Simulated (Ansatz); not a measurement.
AlH3 (SMILES [AlH3]), charge 0, multiplicity 1, relaxed at each level with Ansatz (an electronic-structure program); harmonic frequencies from differences of analytic forces, average atomic masses, frozen cores.

```
level                harmonic frequencies (cm⁻¹)  ZPE (eV)  cost over HF/def2-TZVPP (rough)
-------------------  ---------------------------  --------  -------------------------------
HF/def2-TZVPP         754 847 847 1993 1993 2005     0.523                               ×1
r2SCAN/def2-TZVPP     702 791 791 1923 1932 1932     0.500                               ×2
wB97X-V/def2-TZVPP    715 802 802 1951 1952 1952     0.507                               ×5
MP2/cc-pV(T+d)Z       730 813 813 1981 1981 1982     0.515                               ×2
CCSD(T)/cc-pV(D+d)Z   720 795 795 1938 1948 1948     0.505                             ×0.9
CCSD(T)/cc-pV(T+d)Z   715 797 797 1939 1943 1943     0.504                              ×10
```
